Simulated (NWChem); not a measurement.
System: C4H5FO; SMILES O=C1CC[C@@H]1F

NWChem input:

```
start job
memory heap 200 mb stack 900 mb global 1100 mb
geometry units angstroms noautosym nocenter noautoz
  O      1.341720     1.378529     0.294238
  C      0.363089     0.750733    -0.007765
  C     -1.155735     0.989124     0.105329
  C     -1.325336    -0.560013     0.085460
  C      0.118394    -0.705612    -0.462938
  F      0.922480    -1.685270     0.062785
  H     -1.484077     1.529559     0.997175
  H     -1.564244     1.488223    -0.780737
  H     -2.126628    -0.972464    -0.530764
  H     -1.387031    -0.973191     1.095942
  H      0.136901    -0.780736    -1.559407
end
basis spherical
  * library def2-svp
end
dft
  xc m05-2x
  iterations 150
end
cosmo
  do_cosmo_smd true
  solvent hexane
end
task dft energy
```

Parts of the log:

```
             Northwest Computational Chemistry Package (NWChem) 7.3.0
             --------------------------------------------------------

                             Geometry "geometry" -> ""
                             -------------------------

 Output coordinates in angstroms (scale by  1.889725989 to convert to a.u.)

  No.       Tag          Charge          X              Y              Z
 ---- ---------------- ---------- -------------- -------------- --------------
    1 O                    8.0000     1.34172000     1.37852900     0.29423800
    2 C                    6.0000     0.36308900     0.75073300    -0.00776500
    3 C                    6.0000    -1.15573500     0.98912400     0.10532900
    4 C                    6.0000    -1.32533600    -0.56001300     0.08546000
    5 C                    6.0000     0.11839400    -0.70561200    -0.46293800
    6 F                    9.0000     0.92248000    -1.68527000     0.06278500
    7 H                    1.0000    -1.48407700     1.52955900     0.99717500
    8 H                    1.0000    -1.56424400     1.48822300    -0.78073700
    9 H                    1.0000    -2.12662800    -0.97246400    -0.53076400
   10 H                    1.0000    -1.38703100    -0.97319100     1.09594200
   11 H                    1.0000     0.13690100    -0.78073600    -1.55940700

 Effective nuclear repulsion energy (a.u.)     230.6353366040

                                 NWChem DFT Module
                                 -----------------

 Summary of "ao basis" -> "ao basis" (spherical)
 ------------------------------------------------------------------------------
       Tag                 Description            Shells   Functions and Types
 ---------------- ------------------------------  ------  ---------------------
 O                          def2-svp                 6       14   3s2p1d
 C                          def2-svp                 6       14   3s2p1d
 F                          def2-svp                 6       14   3s2p1d
 H                          def2-svp                 3        5   2s1p

 in cosmo_initialize ...
 calling solv_data for solv:hexane

 solvent parameters
 solvname_short: hexane
 solvname_long:  n-hexane
 dielec:        1.8819
 dielecinf:     1.8903
 nonaqueous SMD model solvent descriptors
 dielec:        1.8819
 sola:          0.0000
 solb:          0.0000
 solc:          0.0000
 solg:         25.7500
 solh:          0.0000
 soln:          1.3749

          ---------------
          -cosmo- solvent
          ---------------
 Cosmo: York-Karplus, doi: 10.1021/jp992097l
 dielectric constant -eps-     =   1.88
 screen = (eps-1)/(eps    )    =   0.46862
 surface charge correction     = lagrangian

   van der Waals surface
 --------------------------

[...]

                                COSMO-SMD solvation results
                                ---------------------------

             internal energy in gas <Psi(g)|H|Psi(g)> =      -330.153260601525
         internal energy in solvent <Psi(s)|H|Psi(s)> =      -330.152935562234
                               delta internal energy  =         0.000325039290 (    0.20 kcal/mol)
   total free energy in solvent <Psi(s)|H+V/2|Psi(s)> =      -330.157971167576
 polarization energy contribution <Psi(s)|V/2|Psi(s)> =        -0.005035605342 (   -3.16 kcal/mol)
    total free energy in solvent including G(SMD-CDS) =      -330.161941937106
                       G(SMD-CDS) energy contribution =        -0.003970769530 (   -2.49 kcal/mol)
     1 M fixed-concentration free energy of solvation =        -0.008681335581 (   -5.45 kcal/mol)

                       DFT Final Molecular Orbital Analysis
                       ------------------------------------

 Vector   21  Occ=2.000000D+00  E=-4.298751D-01
              MO Center= -6.4D-01, -1.4D-01, -6.4D-02, r^2= 3.1D+00
   Bfn.  Coefficient  Atom+Function         Bfn.  Coefficient  Atom+Function
  ----- ------------  ---------------      ----- ------------  ---------------
    95     -0.278464   9 H  s                46      0.254760   4 C  px
     4     -0.222837   1 O  px               47      0.204482   4 C  py
    17     -0.186665   2 C  s                74     -0.171099   6 F  px
    18      0.169276   2 C  px               19      0.168391   2 C  py
    33     -0.168208   3 C  py               16     -0.165711   2 C  s

 Vector   22  Occ=2.000000D+00  E=-4.019328D-01
              MO Center= -3.0D-01, -4.3D-01, -7.4D-02, r^2= 2.9D+00
   Bfn.  Coefficient  Atom+Function         Bfn.  Coefficient  Atom+Function
  ----- ------------  ---------------      ----- ------------  ---------------
    46      0.241309   4 C  px               60     -0.241728   5 C  px
    62      0.231694   5 C  pz               74     -0.225066   6 F  px
    76      0.218175   6 F  pz              105     -0.208860  11 H  s
    45      0.207203   4 C  s                48     -0.193009   4 C  pz
    33      0.176220   3 C  py                6     -0.171740   1 O  pz

 Vector   23  Occ=2.000000D+00  E=-3.245017D-01
              MO Center=  5.4D-01,  7.4D-01,  7.9D-02, r^2= 2.5D+00
   Bfn.  Coefficient  Atom+Function         Bfn.  Coefficient  Atom+Function
  ----- ------------  ---------------      ----- ------------  ---------------
     5      0.384525   1 O  py               31     -0.323450   3 C  s
     8      0.282386   1 O  py                4     -0.273075   1 O  px
    32     -0.273552   3 C  px               61      0.242179   5 C  py
    35     -0.235810   3 C  px               59      0.224731   5 C  s
     7     -0.206163   1 O  px               19     -0.179960   2 C  py

 Vector   24  Occ=0.000000D+00  E= 9.053465D-03
              MO Center=  2.9D-01,  6.6D-01, -4.7D-02, r^2= 2.9D+00
   Bfn.  Coefficient  Atom+Function         Bfn.  Coefficient  Atom+Function
  ----- ------------  ---------------      ----- ------------  ---------------
    59     -0.479934   5 C  s                20      0.437978   2 C  pz
    23      0.408978   2 C  pz                9     -0.373055   1 O  pz
     6     -0.342561   1 O  pz              106      0.342838  11 H  s
    17      0.328781   2 C  s                31     -0.325840   3 C  s
    91      0.319555   8 H  s                86     -0.284279   7 H  s

 Vector   25  Occ=0.000000D+00  E= 1.129842D-01
              MO Center= -1.4D+00,  3.5D-01, -2.9D-01, r^2= 6.2D+00
   Bfn.  Coefficient  Atom+Function         Bfn.  Coefficient  Atom+Function
  ----- ------------  ---------------      ----- ------------  ---------------
    31      1.559273   3 C  s                45      1.285672   4 C  s
    91     -1.035477   8 H  s                86     -0.978139   7 H  s
    96     -0.821048   9 H  s               101     -0.790553  10 H  s
   106     -0.773849  11 H  s                59      0.548548   5 C  s
    17     -0.501454   2 C  s                36      0.479310   3 C  py

 Vector   26  Occ=0.000000D+00  E= 1.407119D-01
              MO Center= -6.4D-01, -2.8D-01, -5.8D-02, r^2= 6.3D+00
   Bfn.  Coefficient  Atom+Function         Bfn.  Coefficient  Atom+Function
  ----- ------------  ---------------      ----- ------------  ---------------
    59      1.488365   5 C  s                45     -1.352247   4 C  s
   101      1.293303  10 H  s               106     -1.238288  11 H  s
    86      0.708639   7 H  s                17     -0.499175   2 C  s
    65     -0.452323   5 C  pz               37     -0.444634   3 C  pz
    91     -0.423564   8 H  s                49     -0.410089   4 C  px

     Multipole analysis of the density
     ---------------------------------

     L   x y z        total         alpha         beta         nuclear
     -   - - -        -----         -----         ----         -------
     0   0 0 0     -0.000000    -23.000000    -23.000000     46.000000

     1   1 0 0     -1.495317     -1.327306     -1.327306      1.159296
     1   0 1 0     -0.056893      0.918698      0.918698     -1.894290
     1   0 0 1     -0.522948     -0.697712     -0.697712      0.872475

     2   2 0 0    -27.469527   -107.659915   -107.659915    187.850303
     2   1 1 0     -1.337299      2.461835      2.461835     -6.260968
     2   1 0 1     -0.732807     -2.259644     -2.259644      3.786482
     2   0 2 0    -28.679698   -124.938320   -124.938320    221.196943
     2   0 1 1     -0.080802    -10.014272    -10.014272     19.947743
     2   0 0 2    -23.287223    -25.290720    -25.290720     27.294217
```

Level: M05-2X/def2-SVP, SMD on the gas-phase geometry. Structure relaxed at the B3LYP/6-31G* (spherical d) level. Solvent: n-hexane.
